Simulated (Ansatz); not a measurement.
C3H7NSi (`CC[SiH2]C#N`) at its PBE0-D4/def2-TZVP geometry, where that method's forces vanish. Total charge 0; spin multiplicity 1.

```xyz
12

C     0.5813   -1.4149    0.2230
C    -0.1958   -0.5460   -0.7623
Si   -0.8642    1.0234   -0.0072
C     0.5651    1.9956    0.6695
N     1.4767    2.5679    1.0803
H     0.9478   -2.3238   -0.2590
H    -0.0420   -1.7182    1.0678
H     1.4457   -0.8828    0.6265
H    -1.0474   -1.0958   -1.1789
H     0.4330   -0.2678   -1.6144
H    -1.7593    0.7609    1.1457
H    -1.5409    1.9016   -0.9911
```

What forces (eV/Å) does PBE-D4/def2-TZVPP give on these atoms in Ansatz 0.2.0? (Best estimate.)

Computed: 
```
C1   0.003 -0.003  0.007
C2  -0.006 -0.005 -0.001
Si3  0.045  0.088  0.033
C4  -1.175 -0.720 -0.519
N5   1.241  0.775  0.556
H6   0.077 -0.186 -0.087
H7  -0.112 -0.064  0.168
H8   0.169  0.094  0.084
H9  -0.164 -0.099 -0.089
H10  0.111  0.056 -0.169
H11 -0.105 -0.033  0.124
H12 -0.085  0.097 -0.107
```
